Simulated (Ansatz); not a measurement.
Isolated molecules relaxed with PBE0-D4/def2-TZVP in Ansatz; ΔE leaves out vibrations. CCSD(T)/CBS adds triple-zeta CCSD(T) − MP2 to the extrapolated MP2 energy (def2 sets, frozen cores). This one scheme is used for every species. DFT in def2-TZVPP. One conformer a species, not always the lowest.

Reaction (cleavage of the Si–Si bond): `OB(F)[SiH2][SiH3]` + `OB(Cl)Cl` → `[SiH3]OB(Cl)Cl` + `OB(F)[SiH3]`

`OB(F)[SiH2][SiH3]`:

```xyz
11

O     1.746    1.204   -1.413
B     0.506    0.676   -1.418
F     0.066    0.074   -2.529
Si   -0.655    0.728    0.244
Si   -0.425   -1.294    1.403
H     2.214    1.090   -2.249
H    -2.085    0.899   -0.135
H    -0.255    1.850    1.136
H     0.992   -1.490    1.810
H    -0.826   -2.430    0.529
H    -1.277   -1.308    2.623
```

`OB(Cl)Cl`:

Z-matrix (Å, degrees):
```
B
O 1 1.341
Cl 1 1.762 2 121.4
Cl 1 1.745 2 118.8 3 180.0
H 2 0.962 1 113.4 3 0.0
```

`[SiH3]OB(Cl)Cl`:

Z-matrix (Å, degrees):
```
Si
O 1 1.668
H 1 1.481 2 109.4
H 1 1.481 2 109.4 3 -121.4
H 1 1.479 2 105.7 3 119.3
B 2 1.332 1 133.0 3 60.6
Cl 6 1.750 2 120.0 1 -180.0
Cl 6 1.764 2 121.1 1 0.0
```

`OB(F)[SiH3]`:

Cartesian coordinates in Å:
```
O 0.428 -1.481 -1.241
B 0.364 -0.166 -0.947
F 0.772 0.659 -1.906
Si -0.296 0.613 0.817
H 0.128 -2.052 -0.531
H -1.469 1.499 0.591
H -0.704 -0.480 1.745
H 0.777 1.408 1.472
```

| level | ΔE (kJ/mol) |
| --- | --- |
| PBE-D4 | -53.3 |
| r2SCAN-D4 | -70.7 |
| ωB97X-V | -76.2 |
| r2SCAN | -70.6 |
| HF/def2-TZVPP | -101.7 |
| CCSD/def2-TZVPP | -81.3 |
| CCSD(T)/def2-TZVPP | -78.4 |
| CCSD/CBS(def2) | -82.2 |

Task: What does CCSD(T)/CBS give? (Best estimate.)

Result: The calculation gave: -79.3 kJ/mol. The listed levels differ from it by 26.0, 8.6, 3.1, 8.7, -22.4, -2.0, 0.9, -2.9 kJ/mol.

Largest T1 diagnostic among the species: 0.014.

From PBE to PBE0 (25 % exact exchange), in def2-TZVPP and without D4, ΔE moves by −6.9 kJ/mol. In def2-TZVPP, CCSD(T) changes the Hartree–Fock value by +23.3 kJ/mol (the triples alone add +2.9 kJ/mol) and MP2 by +16.5 kJ/mol.
